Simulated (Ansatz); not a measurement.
The same molecule with X = B, Al, Ga, In. Ansatz, PBE0-D4/def2-TZVP geometries, multiplicity 1.

Elements past krypton have def2 core potentials. Scalar relativity is left out up to krypton.

```
 X       molecule  mean X–H bond length / Å  mean X–N bond length / Å  HOMO energy (PBE/def2-TZVPP) / eV  LUMO energy (ωB97M-V/def2-TZVPP) / eV  HOMO energy (PBE0/def2-TZVPP) / eV
 B           `BN`                     1.197                     1.385                              -7.34                                   2.06                               -8.70
Ga  `[NH2][GaH2]`                     1.561                     1.813                              -6.10                                   0.96                               -7.40
In  `[NH2][InH2]`                     1.712                     2.007                              -5.67                                   0.33                               -6.94
```

Task: Give the row for X = Al, `[NH2][AlH2]`. (Best estimate.)

Result: Ansatz gave: 
| X | molecule | mean X–H bond length / Å | mean X–N bond length / Å | HOMO energy (PBE/def2-TZVPP) / eV | LUMO energy (ωB97M-V/def2-TZVPP) / eV | HOMO energy (PBE0/def2-TZVPP) / eV |
| --- | --- | --- | --- | --- | --- | --- |
| Al | `[NH2][AlH2]` | 1.583 | 1.766 | -6.24 | 0.96 | -7.58 |

From B to In the mean X–H bond length isn't monotonic: highest at In, lowest at B; the mean X–N bond length rises at each step, by 0.622 Å in all; the HOMO energy (PBE/def2-TZVPP) rises at each step, by 1.67 eV in all; the LUMO energy (ωB97M-V/def2-TZVPP) isn't monotonic: highest at B, lowest at In; the HOMO energy (PBE0/def2-TZVPP) rises at each step, by 1.76 eV in all. Bonds lengthen as the atom grows down the group.
